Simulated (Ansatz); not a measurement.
Computed with Ansatz on PBE0-D4/def2-TZVP structures; ΔE is electronic, products minus reactants. CCSD(T)/CBS adds triple-zeta CCSD(T) − MP2 to the extrapolated MP2 energy (def2 sets, frozen cores). This one scheme is used for every species. DFT in def2-TZVPP. B3LYP here is the variant with VWN-RPA as its local correlation; programs differ in this. Each species was taken in one conformer, which may not be the lowest.

`BCC(C)F` + `OCO` → `BOCO` + `CC(C)F`  (ligand exchange at a B–C bond)

```json
{"level": "PBE-D4", "ΔE (kJ/mol)": "-135.7"}
{"level": "PBE0-D4", "ΔE (kJ/mol)": "-134.3"}
{"level": "B3LYP-D4", "ΔE (kJ/mol)": "-142.6"}
{"level": "PBE", "ΔE (kJ/mol)": "-136.9"}
{"level": "r2SCAN", "ΔE (kJ/mol)": "-139.1"}
{"level": "HF/def2-TZVPP", "ΔE (kJ/mol)": "-144.7"}
{"level": "MP2/def2-TZVPP", "ΔE (kJ/mol)": "-140.3"}
{"level": "HF/CBS(def2)", "ΔE (kJ/mol)": "-145.3"}
```

Problem. What does CCSD(T)/CBS give? (Estimate.)

Solution. Computed: -137.8 kJ/mol. The listed levels differ from it by 2.1, 3.5, -4.8, 0.9, -1.3, -6.9, -2.5, -7.5 kJ/mol.

Largest T1 diagnostic among the species: 0.013.

In def2-TZVPP, CCSD(T) changes the Hartree–Fock value by +4.5 kJ/mol (the triples alone add −0.7 kJ/mol) and MP2 by +4.4 kJ/mol.

CCSD(T)/CBS has its own doubt, a few kJ/mol and more with outer-core shells, so smaller differences from it don't rank the levels.
